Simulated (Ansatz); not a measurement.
Start from `O[SiH](S)I` and change one element to get `O[SiH](F)S`.

Ansatz, PBE0-D4/def2-TZVP geometries, multiplicity 1. Each molecule was computed in one conformer, which needn't be the lowest.

Elements past krypton have def2 core potentials.  Spin–orbit coupling is left out; it splits and shifts lone-pair levels of the heavy atoms by tenths of an eV.

```tsv
property	`O[SiH](S)I`
HOMO–LUMO gap (PBE0/def2-TZVPP) / eV	6.90
zero-point energy (PBE0-D4/def2-TZVP) / kJ/mol	89.2
HOMO–LUMO gap (B3LYP/def2-TZVPP) / eV	6.42
LUMO energy (ωB97M-V/def2-TZVPP) / eV	1.08
size of the dipole moment (ωB97M-V/def2-TZVPP) / D	0.87
LUMO energy (PBE/def2-TZVPP) / eV	-1.66
```

(1) Give the same properties after the change, and the shifts. (Best estimate.)

## Answers

(1) The calculation gave: 
```
                                          property  `O[SiH](F)S`  shift
              HOMO–LUMO gap (PBE0/def2-TZVPP) / eV          8.02   1.12
    zero-point energy (PBE0-D4/def2-TZVP) / kJ/mol          94.5    5.3
             HOMO–LUMO gap (B3LYP/def2-TZVPP) / eV          7.46   1.04
             LUMO energy (ωB97M-V/def2-TZVPP) / eV          1.86   0.78
size of the dipole moment (ωB97M-V/def2-TZVPP) / D          0.81  -0.06
                 LUMO energy (PBE/def2-TZVPP) / eV         -0.85   0.81
```

With PBE0 the HOMO falls by 0.23 eV and the LUMO rises by 0.89 eV, so the gap widens by about 1.12 eV. PBE moves the HOMO by -0.14 eV and ωB97M-V by -0.32 eV. Dipoles are sizes alone; their direction can turn.

Positive LUMOs are unbound, so they and the gaps depend on the basis.

B3LYP here is the variant with VWN-RPA as its local correlation; programs differ in this.
